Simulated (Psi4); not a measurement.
H2S, charge +1, doublet, geometry from GFN2-xTB (a state made from the parent by changing its charge; the spin is typed, not shown lowest); M06-2X/6-311G** in Psi4.

Input for Psi4:
```
memory 2 GB

molecule {
1 2
S    -0.00036152   -0.00213359    0.10390253
H    -0.03847239    1.00861520   -0.81100328
H     0.04425671   -0.97447779   -0.85143727
}

set {
  basis 6-311g**
  reference uks
  basis_guess sto-3g
}

energy('m06-2x')
print_variables()
```

What the program printed (banner, timings and long lists left out):

```
  //>>>>>>>>>>>>>>>>>>>>>>>>>>>>>>>>>>>//
  //      Guess SCF, STO-3G Basis      //
  //<<<<<<<<<<<<<<<<<<<<<<<<<<<<<<<<<<<//

   => Loading Basis Set <=

    Name: STO-3G
    Role: ORBITAL
    Keyword: BASIS

         ---------------------------------------------------------
                           SCF Castup computation
         ---------------------------------------------------------
                                   SCF
               by Justin Turney, Rob Parrish, Andy Simmonett
                          and Daniel G. A. Smith
                              UKS Reference
         ---------------------------------------------------------

  ==> Geometry <==

    Molecular point group: cs
    Full point group: Cs

    Geometry (in Angstrom), charge = 1, multiplicity = 2:

       Center              X                  Y                   Z               Mass
    ------------   -----------------  -----------------  -----------------  -----------------
         S            0.001129785545    -0.055458205114     0.000000000000    31.972071174400
         H           -1.010329485763     0.859456183534     0.000000000000     1.007825032230
         H            0.974488359863     0.899890552664     0.000000000000     1.007825032230

  Running in cs symmetry.

  Rotational constants: A =     10.16265  B =      8.48828  C =      4.62515 [cm^-1]
  Rotational constants: A = 304668.60085  B = 254472.31576  C = 138658.64954 [MHz]
  Nuclear repulsion =   12.682532546285747

  Charge       = 1
  Multiplicity = 2
  Electrons    = 17
  Nalpha       = 9
  Nbeta        = 8

  ==> Algorithm <==

  SCF Algorithm Type is DF.
  DIIS enabled.
  MOM disabled.
  Fractional occupation disabled.
  Guess Type is SAD.
  Energy threshold   = 1.00e-06
  Density threshold  = 1.00e-06
  Integral threshold = 1.00e-12

  ==> Primary Basis <==

  Basis Set: STO-3G
    Blend: STO-3G
    Number of shells: 7
    Number of basis functions: 11
    Number of Cartesian functions: 11
    Spherical Harmonics?: true
    Max angular momentum: 1

  ==> DFT Potential <==

   => LibXC <=

    Version 7.1.2
    S. Lehtola, C. Steigemann, M. J. T. Oliveira, and M. A. L. Marques,  SoftwareX 7, 1–5 (2018) (10.1016/j.softx.2017.11.002)

   => Composite Functional: M06-2X <=

    Hybrid M06-2X Meta-GGA XC Functional  (10.1007/s00214-007-0310-x)
    Y. Zhao and D. G. Truhlar,  Theor. Chem. Acc., 120, 215, 2008

    Deriv               =              1
    GGA                 =           TRUE
    Meta                =           TRUE

    Exchange Hybrid     =           TRUE
    MP2 Hybrid          =          FALSE

   => Exchange Functionals <=

    1.0000   XC_HYB_MGGA_X_M06_2X

   => Exact (HF) Exchange <=

    0.5400               HF

   => Correlation Functionals <=

    1.0000   XC_MGGA_C_M06_2X

   => LibXC Density Thresholds  <==

    XC_MGGA_C_M06_2X:  1.00E-12
    XC_HYB_MGGA_X_M06_2X:  1.00E-15

   => Molecular Quadrature <=

    Radial Scheme          =       TREUTLER
    Pruning Scheme         =           NONE
    Nuclear Scheme         =       TREUTLER

    Blocking Scheme        =         OCTREE
    BS radius alpha        =              1
    Pruning alpha          =              1
    Radial Points          =             75
    Spherical Points       =            302
    Total Points           =          64126
    Total Blocks           =            539
    Max Points             =            256
    Max Functions          =             11
    Weights Tolerance      =       1.00E-15

   => Loading Basis Set <=

    Name: (STO-3G AUX)
    Role: JKFIT
    Keyword: DF_BASIS_SCF

  ==> Integral Setup <==

  SCF_SUBTYPE=INCORE selected. In-core MEM_DF algorithm will be used.
  Using in-core AOs.

  ==> MemDFJK: Density-Fitted J/K Matrices <==

    J tasked:                   Yes
    K tasked:                   Yes
    wK tasked:                   No
    Algorithm:                 Core
    Schwarz Cutoff:           1E-12
    Mask sparsity (%):       0.0000
[...]
  @DF-UKS Final Energy:  -394.66363377474448
    Total Energy =                       -394.6636337747444827
[...]

  Minimum eigenvalue in the overlap matrix is 2.7647916657E-02.
  Reciprocal condition number of the overlap matrix is 6.3923721088E-03.
    Using symmetric orthogonalization.

  ==> Pre-Iterations <==

  SCF Guess: Orbitals guess was supplied from a previous computation.

   -------------------------
    Irrep   Nso     Nmo
   -------------------------
     A'        29      29
     A"         9       9
   -------------------------
    Total      38      38
   -------------------------

  ==> Iterations <==

                           Total Energy        Delta E     RMS |[F,P]|

   @DF-UKS iter   0:  -398.47974405728343   -3.98480e+02   1.84423e-01
   @DF-UKS iter   1:  -398.98754569257477   -5.07802e-01   7.32068e-03 ADIIS/DIIS
   @DF-UKS iter   2:  -398.99230519697977   -4.75950e-03   1.80597e-03 ADIIS/DIIS
   @DF-UKS iter   3:  -398.99278370337015   -4.78506e-04   1.84485e-04 ADIIS/DIIS
   @DF-UKS iter   4:  -398.99279493107611   -1.12277e-05   2.83005e-05 DIIS
   @DF-UKS iter   5:  -398.99279568238398   -7.51308e-07   1.07630e-05 DIIS
   @DF-UKS iter   6:  -398.99279582684818   -1.44464e-07   4.39995e-06 DIIS
   @DF-UKS iter   7:  -398.99279585224986   -2.54017e-08   1.29502e-06 DIIS
   @DF-UKS iter   8:  -398.99279585502967   -2.77981e-09   9.24566e-08 DIIS
  Energy and wave function converged.

  ==> Post-Iterations <==

   Electrons on quadrature grid:
      Nalpha   =    8.9999985691 ; deviation = -1.431e-06
      Nbeta    =    7.9999984371 ; deviation = -1.563e-06
      Ntotal   =   16.9999970062 ; deviation = -2.994e-06

   @Spin Contamination Metric:   4.023723784E-03
   @S^2 Expected:                7.500000000E-01
   @S^2 Observed:                7.540237238E-01
   @S   Expected:                5.000000000E-01
   @S   Observed:                5.000000000E-01

    Orbital Energies [Eh]
    ---------------------

    Alpha Occupied:

[...]
    Alpha Virtual:

[...]
    Beta Occupied:

[...]
    Beta Virtual:

[...]
    Final Occupation by Irrep:
             Ap   App
    DOCC [     7,    1 ]
    SOCC [     0,    1 ]
    NA   [     7,    2 ]
    NB   [     7,    1 ]

  @DF-UKS Final Energy:  -398.99279585502967

   => Energetics <=

    Nuclear Repulsion Energy =             12.6825325462857474
    One-Electron Energy =                -569.8125248486246619
    Two-Electron Energy =                 170.4838378336774554
    DFT Exchange-Correlation Energy =     -12.3466413863681979
    Empirical Dispersion Energy =           0.0000000000000000
    VV10 Nonlocal Energy =                  0.0000000000000000
    Total Energy =                       -398.9927958550296694

  UHF NO Occupations:
  HONO-2 :    6 Ap 1.9994513
  HONO-1 :    7 Ap 1.9988113
  HONO-0 :    2App 1.0000000
  LUNO+0 :    8 Ap 0.0011887
  LUNO+1 :    9 Ap 0.0005487
  LUNO+2 :   10 Ap 0.0002718
  LUNO+3 :    3App 0.0000033

Computation Completed

Properties will be evaluated at   0.000000,   0.000000,   0.000000 [a0]

Properties computed using the SCF density matrix

 Multipole Moments:

 ------------------------------------------------------------------------------------
     Multipole            Electronic (a.u.)      Nuclear  (a.u.)        Total (a.u.)
 ------------------------------------------------------------------------------------

 L = 1.  Multiply by 2.5417464519 to convert [e a0] to [Debye]
 Dipole X            :          0.0182885           -0.0335701           -0.0152816
 Dipole Y            :         -0.8977355            1.6478704            0.7501349
 Dipole Z            :          0.0000000            0.0000000            0.0000000
 Magnitude           :                                                    0.7502906

 ------------------------------------------------------------------------------------

  Variable Map:
  ----------------------------------------------------------------------------
[...]
  Array Variable Map:
  ----------------------------------------------------------------------------
[...]
[...]
```
